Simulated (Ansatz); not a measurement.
Input file for Ansatz (an electronic-structure program): R-CCSD(T)/cc-pV(D+d)Z on H4Si2 (SMILES [SiH][SiH3]), a point of a torsion scan. Files ending in .json are basis or fitting sets from the Basis Set Exchange.

Ansatz 0.2 input:
```yaml
crystal:
  periodic: [false, false, false]
  atoms:
    - {symbol: Si, position_ang: [1.50478358, -0.90362937, -0.06441497]}
    - {symbol: Si, position_ang: [-0.54260052, 0.09541221, 0.02315751]}
    - {symbol: H, position_ang: [2.47737402, 0.23576401, -0.02568407]}
    - {symbol: H, position_ang: [-1.23281255, -0.30878818, -1.21738022]}
    - {symbol: H, position_ang: [-0.91125996, 1.51430430, 0.17369868]}
    - {symbol: H, position_ang: [-1.26946156, -0.56652903, 1.12360585]}
basis:
  gaussian:
    orbitals: cc-pV_D+d_Z.json
magnetization: {spin_polarized: false}
correlation: {method: ccsd_t, electrons: outside_noble_gas}
scf: {lower_state_search: off}
```

What total energy does the run end on?

-580.3590 hartree (reference determinant -580.1160, T1 diagnostic 0.016).
